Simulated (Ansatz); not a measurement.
Computed with Ansatz on PBE0-D4/def2-TZVP structures; ΔE is electronic, products minus reactants. CCSD(T)/CBS is the MP2 limit (def2-TZVPP, def2-QZVPP) plus CCSD(T) − MP2 in def2-TZVPP, frozen cores. DFT in def2-TZVPP. For Se outer-core shells are correlated without core-valence functions, which leaves a few kJ/mol of doubt a bond. Scalar relativity is left out up to krypton. Each species was taken in one conformer, which may not be the lowest.

Consider the redistribution: `C[Se][AlH][F]` + `F[Si]1(Cl)C[SiH2]1` → `C[Se][Al]([F])[F]` + `Cl[SiH]1C[SiH2]1`.

`C[Se][AlH][F]`:

```xyz
8

C    -0.147    0.997    1.019
Se    1.420    0.231    0.111
Al    0.246   -1.202   -1.234
F     1.082   -2.165   -2.278
H    -0.150    2.069    0.839
H    -1.071    0.560    0.642
H    -0.054    0.795    2.083
H    -1.326   -1.285   -1.183
```

`F[Si]1(Cl)C[SiH2]1`:

Cartesian coordinates in Å:
```
F 0.373 2.376 -0.619
Si 0.652 0.974 0.078
Cl 2.557 0.980 0.797
C 0.100 -0.538 -0.832
Si -0.935 -0.414 0.805
H 0.780 -1.382 -0.937
H -0.483 -0.385 -1.741
H -2.384 -0.162 0.619
H -0.660 -1.448 1.831
```

`C[Se][Al]([F])[F]`:

Cartesian coordinates in Å:
```
C -0.846 -1.113 -0.357
Se 0.219 -0.683 1.243
Al 1.049 1.310 0.524
F 2.059 2.198 1.458
F 0.635 1.887 -0.958
H -0.456 -2.037 -0.777
H -0.785 -0.314 -1.092
H -1.877 -1.248 -0.039
```

`Cl[SiH]1C[SiH2]1`:

Z-matrix (Å, degrees):
```
Si
C 1 1.877
Si 1 2.242 2 54.4
Cl 1 2.051 2 116.2 3 -112.4
H 1 1.479 2 117.3 3 114.7
H 2 1.089 1 117.1 3 109.9
H 2 1.089 1 117.6 3 -113.5
H 3 1.481 1 121.4 2 -99.5
H 3 1.482 1 122.5 2 101.1
```

```tsv
level	ΔE (kJ/mol)
PBE-QIDH	-52.9
revPBE	-50.9
CCSD/def2-TZVPP	-53.7
CCSD/CBS(def2)	-54.5
```

(1) What does CCSD(T)/CBS give? (An estimate is asked.)

Largest T1 diagnostic among the species: 0.012.

Results:

(1) Computed: -54.2 kJ/mol. The listed levels differ from it by 1.3, 3.3, 0.5, -0.3 kJ/mol.

At CCSD(T), def2-SVP lies −14.2 kJ/mol from the extrapolated value and def2-TZVPP +0.8 kJ/mol. Leaving LDA and LC-ωPBE aside and taking each functional with its dispersion term where it has one, the values, not all of them listed here, spread over 13.8 kJ/mol, from PBE-QIDH to B97M-V. LDA lies +4.5 kJ/mol from PBE without D4. In def2-TZVPP, CCSD(T) changes the Hartree–Fock value by −3.5 kJ/mol (the triples alone add +0.3 kJ/mol) and MP2 by −5.7 kJ/mol.
